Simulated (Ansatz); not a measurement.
One change: `[SiH2]1[SiH2]S1` becomes `O[SiH]1[SiH2]S1`.

Ansatz, PBE0-D4/def2-TZVP geometries, multiplicity 1. Each molecule was computed in one conformer, which needn't be the lowest.

```tsv
property	`[SiH2]1[SiH2]S1`
HOMO–LUMO gap (B3LYP/def2-TZVPP) / eV	6.48
LUMO energy (B3LYP/def2-TZVPP) / eV	-0.62
HOMO energy (PBE0/def2-TZVPP) / eV	-7.31
size of the dipole moment (ωB97M-V/def2-TZVPP) / D	1.52
LUMO energy (PBE/def2-TZVPP) / eV	-1.26
HOMO energy (PBE/def2-TZVPP) / eV	-6.31
```

(1) Give the same properties after the change, and the shifts. (Estimate.)

Results:

(1) The calculation gave: 
```
                                          property  `O[SiH]1[SiH2]S1`  shift
             HOMO–LUMO gap (B3LYP/def2-TZVPP) / eV               6.19  -0.29
               LUMO energy (B3LYP/def2-TZVPP) / eV              -0.67  -0.05
                HOMO energy (PBE0/def2-TZVPP) / eV              -7.07   0.24
size of the dipole moment (ωB97M-V/def2-TZVPP) / D               1.59   0.07
                 LUMO energy (PBE/def2-TZVPP) / eV              -1.33  -0.07
                 HOMO energy (PBE/def2-TZVPP) / eV              -6.00   0.31
```

The zero-point energy changes by 17.4 kJ/mol with +3 modes. Dipoles are sizes alone; their direction can turn.

B3LYP here is the variant with VWN-RPA as its local correlation; programs differ in this.
